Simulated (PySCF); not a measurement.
Methyl 3-methylbenzoate, C9H10O2.
Bonds: C1–O2, O2–C3, C3–O4 (double), C3–C5, C5–C6 (aromatic), C6–C7 (aromatic), C7–C8 (aromatic), C8–C9 (aromatic), C9–C10, C9–C11 (aromatic), C5–C11 (aromatic). Hydrogens: H12, H13, H14 on C1; H15 on C6; H16 on C7; H17 on C8; H18, H19, H20 on C10; H21 on C11.

Torsions of this conformer, `[CH3:1][O:2][C:3](=[O:4])[c:5]1[cH:6][cH:7][cH:8][c:9]([CH3:10])[cH:11]1`: C1–O2–C3–O4 0°, O2–C3–C5–C6 1°.

The closed-shell ground state was solved at several levels (PySCF, density fitting, gas phase, non-relativistic). One conformer (not necessarily the lowest) at the PBE0-D3(BJ)/def2-SVP geometry, without solvent, vibrations or thermal averaging.

```json
{"level": "PBE0/pcSseg-1", "basis functions": "237", "HOMO (eV)": "-7.25", "LUMO (eV)": "-1.29", "gap (eV)": "5.96", "dipole (D)": "1.68"}
{"level": "B97-2/pcSseg-2", "basis functions": "536", "HOMO (eV)": "-6.99", "LUMO (eV)": "-1.38", "gap (eV)": "5.61", "dipole (D)": "1.81"}
{"level": "B3LYP/pcJ-1", "basis functions": "397", "HOMO (eV)": "-7.01", "LUMO (eV)": "-1.46", "gap (eV)": "5.55", "dipole (D)": "1.71"}
```

What might CAM-B3LYP/def2-SVPD (306 basis functions) give for the same quantities?

HOMO -8.44 eV, LUMO -0.31 eV, gap 8.13 eV, dipole 1.83 D.

Over all these levels, which gives the widest orbital gap and which the narrowest?

CAM-B3LYP/def2-SVPD (range-separated hybrid) has the widest, 8.13 eV, and B3LYP/pcJ-1 (global hybrid, 20 % exact exchange) the narrowest, 5.55 eV. Functional and basis both differ between the two, so the spread mixes both effects.

How far do the dipole and the HOMO energy spread over the levels?

The dipole runs from 1.68 to 1.83 D (mean 1.76 D) and the HOMO from -8.44 to -6.99 eV.
